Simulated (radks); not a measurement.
Values are calculated unless marked as measured or tabulated.
The antimony anion Sb3-, [Xe], held by a Watson sphere: a shell of charge +3 at radius R that stands for the Madelung well of a crystal (potential energy -3/R inside, -3/r outside, in hartree with lengths in bohr). Level of theory: scalar-relativistic Kohn-Sham, LDA (Slater exchange, Perdew-Wang correlation), spin-polarised, spherical densities, point nucleus (a radial shooting solver on a logarithmic mesh with Libxc functionals). Response by self-consistent Sternheimer equations with the Hartree and adiabatic LDA kernel, the relativistic mass of each level held fixed and spin-orbit coupling left out. The sphere does not respond.

| R (bohr) | e(4d) (eV) | e(5s) (eV) | e(5p) (eV) | <r> 5p (bohr) | sum of <r^2> (bohr^2) | X-ray form factor at sin(theta)/lambda = 0.3 1/angstrom | alpha (bohr^3) |
|---|---|---|---|---|---|---|---|
| 2.53 | -33.254 | -15.130 | -7.165 | 2.765 | 85.26 | 35.193 | 49.31 |
| 2.78 | -32.524 | -14.379 | -6.774 | 2.863 | 89.57 | 35.238 | 57.02 |
| 3.22 | -31.696 | -13.233 | -6.064 | 3.038 | 97.54 | 35.317 | 74.59 |
| 3.33 | -31.544 | -12.981 | -5.890 | 3.082 | 99.58 | 35.334 | 79.87 |
| 3.43 | -31.419 | -12.763 | -5.733 | 3.121 | 101.5 | 35.348 | 85.00 |
| 4.06 | -30.817 | -11.621 | -4.820 | 3.364 | 113.6 | 35.406 | 125.8 |
